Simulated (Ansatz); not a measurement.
`C[O][Sn][OH]` + HBr → `C[O][Sn][Br]` + H₂O at 500 K and 1 bar (ligand exchange at the Sn–O bond).

Calculated with Ansatz (gas phase, PBE0-D4/def2-TZVP geometries, no zero-point term in ΔE). CCSD(T)/CBS adds triple-zeta CCSD(T) − MP2 to the extrapolated MP2 energy (def2 sets, frozen cores). This one scheme is used for every species. def2 core potentials past Kr. For Br, Sn outer-core shells are correlated without core-valence functions, which leaves a few kJ/mol of doubt a bond. Scalar relativity is left out up to krypton. Each species was taken in one conformer, which may not be the lowest.

| species | CCSD(T)/CBS energy (Eh) | H − E (kJ/mol) | S (J/(mol·K)) |
| --- | --- | --- | --- |
| `C[O][Sn][OH]` | -404.87801 | 181.0 | 396.1 |
| HBr | -2573.91920 | 30.5 | 213.7 |
| `C[O][Sn][Br]` | -2902.45238 | 147.4 | 402.5 |
| H₂O | -76.37941 | 73.2 | 206.3 |

H − E and S are ideal-gas, rigid-rotor, harmonic terms from PBE0-D4/def2-TZVP, for one conformer and one mirror image of each species. 1 Eh = 2625.50 kJ/mol, R = 8.31446 J/(mol·K).

Task: By hand: ΔE, ΔH, ΔS and ΔG.

Result: ΔE = (-2902.45238) + (-76.37941) − (-404.87801) − (-2573.91920) = -0.03458 Eh = -90.8 kJ/mol. Δ(H − E) = 147.4 + 73.2 − 181.0 − 30.5 = 9.1, so ΔH = -81.7 kJ/mol. ΔS = 402.5 + 206.3 − 396.1 − 213.7 = -1.0 J/(mol·K). ΔG = -81.7 − 500 × (-1.0)/1000 = -81.2 kJ/mol.

Task: By hand: the equilibrium constant, and the temperature at which ΔG would vanish if ΔH and ΔS stayed fixed.

Result: log₁₀ K = −ΔG/(RT ln 10) = 8.5. ΔG = 0 at ΔH/ΔS = 81700 K, far beyond where these terms or the molecules hold.

The number of gas molecules stays the same, so ΔS is small and ΔH decides. A doubt of 5 kJ/mol in ΔE shifts log₁₀ K by 0.5 here. Other conformers and mirror images would add mixing entropy, several J/(mol·K) or more a flexible species. Modes under 60 cm⁻¹, often nearly free rotors, make the harmonic entropy too high. These are equilibria of isolated gas molecules and say nothing of rates. Largest T1 diagnostic: 0.017 (customary marks: 0.02 for closed shells, 0.045 for open ones).
